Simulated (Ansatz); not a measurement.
Isomers of Ge2S5⁻ (doublet), relaxed with B3LYP-D4/def2-SVPD; total energies from Ansatz at CAM-B3LYP-D4/def2-SVP.

| isomer | description | energy (Eh) |
| --- | --- | --- |
| A | point group Cs; 7 × Ge–S 2.10 to 2.69 Å; 1 × S–S 2.00 Å | -6144.36589 |
| B | point group not assigned; 6 × Ge–S 2.07 to 2.46 Å; 1 × S–S 2.02 Å | -6144.35387 |
| C | point group Cs; 6 × Ge–S 2.31 to 2.52 Å; 2 × S–S 2.02 to 2.13 Å | -6144.31617 |
| D | point group not assigned; 6 × Ge–S 2.16 to 2.33 Å; 1 × S–S 2.11 Å | -6144.33775 |
| E | point group not assigned; 6 × Ge–S 2.13 to 2.68 Å; 2 × S–S 2.11 to 2.12 Å | -6144.30551 |

The isomers come from a short search, and lower ones may exist.

**Question.** Work out the relative energies (1 Eh = 2625.5 kJ/mol) and the Boltzmann populations at 500 K from electronic energies alone (R = 8.314 J/mol/K).

**Answer.** ΔE: A 0.0, B 31.6, C 130.5, D 73.9, E 158.5 kJ/mol. RT = 4.16 kJ/mol. Factors exp(−ΔE/RT): A 1, B 0.000502, C 2.38e-14, D 1.93e-08, E 2.84e-17; sum 1.001. Populations: A 99.9 %, B 0.1 %, C 0.0 %, D 0.0 %, E 0.0 %. Zero-point energy, vibrational entropy and symmetry numbers are left out and can shift these; an error of 4 kJ/mol changes a ratio by a factor of 2.6. Over the other density-functional and correlated levels in def2 sets, the gap between A and B ranges from 30 to 51 kJ/mol.
